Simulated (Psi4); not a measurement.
A run for Psi4: SAPT0/jun-cc-pV(D+d)Z on CH7ClSi (a complex).

```
memory 2025 MB

molecule dimer {
0 1
Si   -0.04433032   -0.18276299    0.20917285
H     1.43163126   -0.12884760    0.25234098
H    -0.49516683   -0.20174525   -1.20284866
H    -0.61763443    1.00632505    0.87815218
H    -0.52962084   -1.40791711    0.88265490
--
0 1
C    -0.98282622   -0.21053215    4.00162853
Cl    0.79180091   -0.14465524    3.74285541
H    -1.17105131   -0.19942239    5.07080739
H    -1.42798440    0.65651900    3.52339663
H    -1.35734860   -1.12606997    3.55440377
units angstrom
symmetry c1
no_reorient
no_com
}

set {
  basis jun-cc-pV(D+d)Z
  scf_type df
  freeze_core true
}

energy('sapt0')
```

Program output:

```
[...]
==> Input File <==

--------------------------------------------------------------------------
memory 2025 MB

molecule dimer {
0 1
Si   -0.04433032   -0.18276299    0.20917285
H     1.43163126   -0.12884760    0.25234098
H    -0.49516683   -0.20174525   -1.20284866
H    -0.61763443    1.00632505    0.87815218
H    -0.52962084   -1.40791711    0.88265490
--
0 1
C    -0.98282622   -0.21053215    4.00162853
Cl    0.79180091   -0.14465524    3.74285541
H    -1.17105131   -0.19942239    5.07080739
H    -1.42798440    0.65651900    3.52339663
H    -1.35734860   -1.12606997    3.55440377
units angstrom
symmetry c1
no_reorient
no_com
}

set {
  basis jun-cc-pV(D+d)Z
  scf_type df
  freeze_core true
}

energy('sapt0')
--------------------------------------------------------------------------


   => Loading Basis Set <=

    Name: JUN-CC-PV(D+D)Z
    Role: ORBITAL
    Keyword: BASIS
    atoms 1         entry SI         line   566 file jun-cc-pv_dpd_z.gbs
    atoms 2-5, 8-10 entry H          line    60 file jun-cc-pv_dpd_z.gbs
    atoms 6         entry C          line   188 file jun-cc-pv_dpd_z.gbs
    atoms 7         entry CL         line   764 file jun-cc-pv_dpd_z.gbs

   => Loading Basis Set <=

    Name: JUN-CC-PV(D+D)Z
    Role: ORBITAL
    Keyword: BASIS
    atoms 1         entry SI         line   566 file jun-cc-pv_dpd_z.gbs
    atoms 2-5, 8-10 entry H          line    60 file jun-cc-pv_dpd_z.gbs
    atoms 6         entry C          line   188 file jun-cc-pv_dpd_z.gbs
    atoms 7         entry CL         line   764 file jun-cc-pv_dpd_z.gbs


  //>>>>>>>>>>>>>>>>>>>>>>>>>>>>>>>>>>>//
  //              Dimer HF             //
  //<<<<<<<<<<<<<<<<<<<<<<<<<<<<<<<<<<<//

   => Libint2 <=

    Primary   basis highest AM E, G, H:  7, 6, 3
    Auxiliary basis highest AM E, G, H:  7, 7, 4
    Onebody   basis highest AM E, G, H:  -, -, -
    Solid Harmonics ordering:            Gaussian


   => Loading Basis Set <=

    Name: JUN-CC-PV(D+D)Z
    Role: ORBITAL
    Keyword: BASIS
    atoms 1         entry SI         line   566 file jun-cc-pv_dpd_z.gbs
    atoms 2-5, 8-10 entry H          line    60 file jun-cc-pv_dpd_z.gbs
    atoms 6         entry C          line   188 file jun-cc-pv_dpd_z.gbs
    atoms 7         entry CL         line   764 file jun-cc-pv_dpd_z.gbs


         ---------------------------------------------------------
                                   SCF
               by Justin Turney, Rob Parrish, Andy Simmonett
                          and Daniel G. A. Smith
                              RHF Reference
                        1 Threads,   1931 MiB Core
         ---------------------------------------------------------

  ==> Geometry <==

    Molecular point group: c1
    Full point group: C1

    Geometry (in Angstrom), charge = 0, multiplicity = 1:

       Center              X                  Y                   Z               Mass
    ------------   -----------------  -----------------  -----------------  -----------------
         SI          -0.044330320000    -0.182762990000     0.209172850000    27.976926534650
         H            1.431631260000    -0.128847600000     0.252340980000     1.007825032230
         H           -0.495166830000    -0.201745250000    -1.202848660000     1.007825032230
         H           -0.617634430000     1.006325050000     0.878152180000     1.007825032230
         H           -0.529620840000    -1.407917110000     0.882654900000     1.007825032230
         C           -0.982826220000    -0.210532150000     4.001628530000    12.000000000000
         CL           0.791800910000    -0.144655240000     3.742855410000    34.968852682000
         H           -1.171051310000    -0.199422390000     5.070807390000     1.007825032230
         H           -1.427984400000     0.656519000000     3.523396630000     1.007825032230
         H           -1.357348600000    -1.126069970000     3.554403770000     1.007825032230

  Running in c1 symmetry.

  Rotational constants: A =      0.37399  B =      0.02257  C =      0.02159 [cm^-1]
  Rotational constants: A =  11211.88303  B =    676.74382  C =    647.18544 [MHz]
  Nuclear repulsion =  138.365418620035115

  Charge       = 0
  Multiplicity = 1
  Electrons    = 44
  Nalpha       = 22
  Nbeta        = 22

  ==> Algorithm <==

  SCF Algorithm Type is DF.
  DIIS enabled.
  MOM disabled.
  Fractional occupation disabled.
  Guess Type is SAD.
  Energy threshold   = 1.00e-08
  Density threshold  = 1.00e-08
  Integral threshold = 1.00e-12

  ==> Primary Basis <==

  Basis Set: JUN-CC-PV(D+D)Z
    Blend: JUN-CC-PV(D+D)Z
    Number of shells: 51
    Number of basis functions: 107
    Number of Cartesian functions: 112
    Spherical Harmonics?: true
    Max angular momentum: 2

   => Loading Basis Set <=

    Name: (JUN-CC-PV(D+D)Z AUX)
    Role: JKFIT
    Keyword: DF_BASIS_SCF
    atoms 1         entry SI         line   506 file jun-cc-pvdz-jkfit.gbs
    atoms 2-5, 8-10 entry H          line    70 file jun-cc-pvdz-jkfit.gbs

[...]
OCC [    13 ]
    NA   [    13 ]
    NB   [    13 ]

  @DF-RHF Final Energy:  -499.12253912599823

   => Energetics <=

    Nuclear Repulsion Energy =             51.1257029239459442
    One-Electron Energy =                -789.6590809626369492
    Two-Electron Energy =                 239.4108389126927818
    Total Energy =                       -499.1225391259982302

Computation Completed


Properties will be evaluated at   0.000000,   0.000000,   0.000000 [a0]

Properties computed using the SCF density matrix


 Multipole Moments:

 ------------------------------------------------------------------------------------
     Multipole            Electronic (a.u.)      Nuclear  (a.u.)        Total (a.u.)
 ------------------------------------------------------------------------------------

 L = 1.  Multiply by 2.5417464519 to convert [e a0] to [Debye]
 Dipole X            :         -7.7076120            6.8167596           -0.8908524
 Dipole Y            :          8.2652859           -8.2983644           -0.0330786
 Dipole Z            :       -188.4395521          188.5699515            0.1303994
 Magnitude           :                                                    0.9009529

 ------------------------------------------------------------------------------------

  Constructing Basis Sets for SAPT...

   => Loading Basis Set <=

    Name: (JUN-CC-PV(D+D)Z AUX)
    Role: RIFIT
    Keyword: DF_BASIS_SAPT
    atoms 1         entry SI         line   376 file jun-cc-pvdz-ri.gbs
    atoms 2-5, 8-10 entry H          line    30 file jun-cc-pvdz-ri.gbs
    atoms 6         entry C          line   100 file jun-cc-pvdz-ri.gbs
    atoms 7         entry CL         line   544 file jun-cc-pvdz-ri.gbs

   => Loading Basis Set <=

    Name: (JUN-CC-PV(D+D)Z AUX)
    Role: JKFIT
    Keyword: DF_BASIS_ELST
    atoms 1         entry SI         line   506 file jun-cc-pvdz-jkfit.gbs
    atoms 2-5, 8-10 entry H          line    70 file jun-cc-pvdz-jkfit.gbs
    atoms 6         entry C          line   146 file jun-cc-pvdz-jkfit.gbs
    atoms 7         entry CL         line   746 file jun-cc-pvdz-jkfit.gbs


  //>>>>>>>>>>>>>>>>>>>>>>>>>>>>>>>>>>>//
  //               SAPT0               //
  //<<<<<<<<<<<<<<<<<<<<<<<<<<<<<<<<<<<//



        SAPT0
    Ed Hohenstein
     6 June 2009

      Orbital Information
  --------------------------
    NSO        =       107
    NMO        =       107
    NRI        =       333
    NRI (Elst) =       482
    NOCC A     =         9
    NOCC B     =        13
    FOCC A     =         5
    FOCC B     =         6
    NVIR A     =        98
    NVIR B     =        94

    Elst10,r            =    -0.002748728780 [Eh]
    Exch10              =     0.004712542405 [Eh]
    Exch10 (S^2)        =     0.004698513975 [Eh]

    Maxiter = 50
    CPHF R converge = 1.000000E-08

    Iter     Energy [mEh]          dE [mEh]         Residual      Time [s]
       1      -0.85252822       0.852528223     3.460565e-03             0
       2      -1.01069861       0.158170384     5.810466e-04             0
       3      -1.00803632      -0.002662284     1.171528e-04             0
       4      -1.00718764      -0.000848683     1.796613e-05             0
       5      -1.00742070       0.000233064     2.959451e-06             0
       6      -1.00739551      -0.000025196     6.274640e-07             0
       7      -1.00739698       0.000001475     1.176782e-07             0
       8      -1.00739740       0.000000422     1.726495e-08             0
       9      -1.00739731      -0.000000093     1.982830e-09             0

    CHF Iterations converged

    Maxiter = 50
    CPHF R converge = 1.000000E-08

    Iter     Energy [mEh]          dE [mEh]         Residual      Time [s]
       1      -0.81501447       0.815014471     4.102612e-03             0
       2      -1.02814458       0.213130105     1.103602e-03             0
       3      -1.02967168       0.001527102     3.260511e-04             0
       4      -1.02615733      -0.003514344     5.008279e-05             0
       5      -1.02661755       0.000460217     1.437847e-05             0
       6      -1.02664029       0.000022743     5.371361e-06             0
       7      -1.02660518      -0.000035113     1.504823e-06             0
       8      -1.02660808       0.000002900     4.392350e-07             0
       9      -1.02660985       0.000001769     1.222181e-07             0
      10      -1.02660933      -0.000000518     2.787708e-08             0
      11      -1.02660934       0.000000003     6.987056e-09             0

    CHF Iterations converged

    Ind20,r (A<-B)      =    -0.001007397312 [Eh]
    Ind20,r (B<-A)      =    -0.001026609336 [Eh]
    Ind20,r             =    -0.002034006648 [Eh]
    Exch-Ind20,r (A<-B) =     0.000842410427 [Eh]
    Exch-Ind20,r (B<-A) =     0.000852495483 [Eh]
    Exch-Ind20,r        =     0.001694905910 [Eh]
    Disp20              =    -0.002936281582 [Eh]
    Disp20 (SS)         =    -0.001468140791 [Eh]
    Disp20 (OS)         =    -0.001468140791 [Eh]
    Exch-Disp20         =     0.000325971889 [Eh]
    Exch-Disp20 (SS)    =     0.000173555553 [Eh]
    Exch-Disp20 (OS)    =     0.000152416336 [Eh]

    SAPT Results
  --------------------------------------------------------------------------------------------------------
    Electrostatics                 -2.74872878 [mEh]      -1.72485335 [kcal/mol]      -7.21678642 [kJ/mol]
      Elst10,r                     -2.74872878 [mEh]      -1.72485335 [kcal/mol]      -7.21678642 [kJ/mol]

    Exchange                        4.71254241 [mEh]       2.95716500 [kcal/mol]      12.37277838 [kJ/mol]
      Exch10                        4.71254241 [mEh]       2.95716500 [kcal/mol]      12.37277838 [kJ/mol]
      Exch10(S^2)                   4.69851397 [mEh]       2.94836203 [kcal/mol]      12.33594674 [kJ/mol]

    Induction                      -0.67216955 [mEh]      -0.42179276 [kcal/mol]      -1.76478092 [kJ/mol]
      Ind20,r                      -2.03400665 [mEh]      -1.27635844 [kcal/mol]      -5.34028372 [kJ/mol]
      Exch-Ind20,r                  1.69490591 [mEh]       1.06356952 [kcal/mol]       4.44997485 [kJ/mol]
      delta HF,r (2)               -0.33306882 [mEh]      -0.20900384 [kcal/mol]      -0.87447205 [kJ/mol]

    Dispersion                     -2.61030969 [mEh]      -1.63799406 [kcal/mol]      -6.85336716 [kJ/mol]
      Disp20                       -2.93628158 [mEh]      -1.84254451 [kcal/mol]      -7.70920623 [kJ/mol]
      Exch-Disp20                   0.32597189 [mEh]       0.20455045 [kcal/mol]       0.85583908 [kJ/mol]
      Disp20 (SS)                  -1.46814079 [mEh]      -0.92127226 [kcal/mol]      -3.85460312 [kJ/mol]
      Disp20 (OS)                  -1.46814079 [mEh]      -0.92127226 [kcal/mol]      -3.85460312 [kJ/mol]
      Exch-Disp20 (SS)              0.17355555 [mEh]       0.10890775 [kcal/mol]       0.45567004 [kJ/mol]
      Exch-Disp20 (OS)              0.15241634 [mEh]       0.09564269 [kcal/mol]       0.40016903 [kJ/mol]

  Total HF                          1.29164407 [mEh]       0.81051889 [kcal/mol]       3.39121104 [kJ/mol]
  Total SAPT0                      -1.31866562 [mEh]      -0.82747517 [kcal/mol]      -3.46215611 [kJ/mol]

  Special recipe for scaled SAPT0 (see Manual):
    Electrostatics sSAPT0          -2.74872878 [mEh]      -1.72485335 [kcal/mol]      -7.21678642 [kJ/mol]
    Exchange sSAPT0                 4.71254241 [mEh]       2.95716500 [kcal/mol]      12.37277838 [kJ/mol]
    Induction sSAPT0               -0.65694265 [mEh]      -0.41223774 [kcal/mol]      -1.72480270 [kJ/mol]
    Dispersion sSAPT0              -2.60738119 [mEh]      -1.63615640 [kcal/mol]      -6.84567837 [kJ/mol]
  Total sSAPT0                     -1.30051022 [mEh]      -0.81608248 [kcal/mol]      -3.41448910 [kJ/mol]
  --------------------------------------------------------------------------------------------------------



*** Psi4 exiting successfully. Buy a developer a beer!
```

The run finished.

Cost: roughly 10 core-seconds.
